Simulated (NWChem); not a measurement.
Species: GeH cation, singlet

```xyz
2

Ge     0.0000     0.0000    -0.0371
H      0.0000     0.0000     1.5688
```
Atoms are numbered in this order, from 1.

Low-valent species are run as closed-shell singlets; no triplet was tried in these runs. All runs use the structure optimised with B3LYP/6-31G* (spherical d).

Problem. List the 4 lowest vertical singlet excitations and the 4 lowest triplet ones from LRC-wPBEh/def2-SVP, full TDDFT (NWChem).

Solution. 
```json
[
 {"state": "S1", "energy (eV)": "3.18", "oscillator strength": "0.012", "leading excitation (squared amplitude)": "HOMO → LUMO (1.00)"},
 {"state": "S2", "energy (eV)": "3.18", "oscillator strength": "0.012", "leading excitation (squared amplitude)": "HOMO → LUMO+1 (1.00)"},
 {"state": "S3", "energy (eV)": "10.39", "oscillator strength": "1.269", "leading excitation (squared amplitude)": "HOMO → LUMO+2 (0.92)"},
 {"state": "S4", "energy (eV)": "10.92", "oscillator strength": "0.388", "leading excitation (squared amplitude)": "HOMO−1 → LUMO+1 (0.97)"},
 {"state": "T1", "energy (eV)": "1.86", "oscillator strength": "spin-forbidden", "leading excitation (squared amplitude)": "HOMO → LUMO (1.03)"},
 {"state": "T2", "energy (eV)": "1.86", "oscillator strength": "spin-forbidden", "leading excitation (squared amplitude)": "HOMO → LUMO+1 (1.03)"},
 {"state": "T3", "energy (eV)": "6.75", "oscillator strength": "spin-forbidden", "leading excitation (squared amplitude)": "HOMO → LUMO+2 (1.00)"},
 {"state": "T4", "energy (eV)": "7.91", "oscillator strength": "spin-forbidden", "leading excitation (squared amplitude)": "HOMO−1 → LUMO (0.97)"}
]
```
